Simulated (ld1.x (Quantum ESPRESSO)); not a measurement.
**silicon (Si) TM: all-electron and pseudo phase curves**

* Element: Si (Z = 14)
* Generator: ld1.x (Quantum ESPRESSO) 7.5
* Type: norm-conserving Troullier–Martins (Kleinman–Bylander form)
* Functional: BLYP
* Relativity: scalar-relativistic
* Frozen core: [Ne]
* Valence charge: 4
* Reference configuration: 3s2 3p2
* Partial waves: 3s (bound): rc 1.35 bohr; 3p (bound): rc 2.05 bohr; 3d channel at -0.05 Ry: rc 2.00 bohr
* Local potential: the d channel
* Core correction: Bessel-smoothed model core inside 1.05 bohr

The phase is arctan(r·u′/u) with u = r·R(r), unwrapped; energies in Ry, scanned from -3 to 5 Ry. A pole is an energy at which the radial function vanishes at the test radius. The pseudo phase is shifted by a multiple of π to meet the all-electron one at the reference energy, and phase errors are pseudo minus all-electron; the curves can meet again beyond the range given. Levels narrower than the energy grid can be missing from the lists of poles.

Question: For each channel, where are the poles, and over which energies does the pseudopotential scatter like the atom?

Answer:

```json
{"channel": "s", "radius (bohr)": "2.24", "reference energy (Ry)": "-0.79", "poles, all-electron": "1.02", "poles, pseudo": "0.86, 3.29", "unbroken range about the reference energy with phases within 0.05 rad": "below 1.4", "phase error 1 Ry above the reference energy (rad)": "-0.009"}
{"channel": "p", "radius (bohr)": "2.24", "reference energy (Ry)": "-0.29", "poles, all-electron": "1.96", "poles, pseudo": "1.85", "unbroken range about the reference energy with phases within 0.05 rad": "below 3.2", "phase error 1 Ry above the reference energy (rad)": "-0.006"}
{"channel": "d", "radius (bohr)": "2.24", "reference energy (Ry)": "-0.05", "poles, all-electron": "2.82", "poles, pseudo": "2.91", "unbroken range about the reference energy with phases within 0.05 rad": "below 4.5", "phase error 1 Ry above the reference energy (rad)": "+0.008"}
```

Phases in the d channel:

| E (Ry) | all-electron | pseudo |
| --- | --- | --- |
| -3.00 | 1.320 | 1.320 |
| -2.52 | 1.299 | 1.299 |
| -2.04 | 1.272 | 1.272 |
| -1.56 | 1.235 | 1.236 |
| -1.08 | 1.183 | 1.183 |
| -0.60 | 1.101 | 1.101 |
| -0.12 | 0.951 | 0.951 |
| 0.36 | 0.615 | 0.615 |
| 0.84 | -0.207 | -0.200 |
| 1.32 | -0.996 | -0.986 |
| 1.80 | -1.317 | -1.308 |
| 2.28 | -1.468 | -1.458 |
| 2.76 | -1.561 | -1.548 |
| 3.24 | -1.631 | -1.614 |
| 3.72 | -1.695 | -1.671 |
| 4.20 | -1.765 | -1.729 |
| 4.68 | -1.860 | -1.796 |
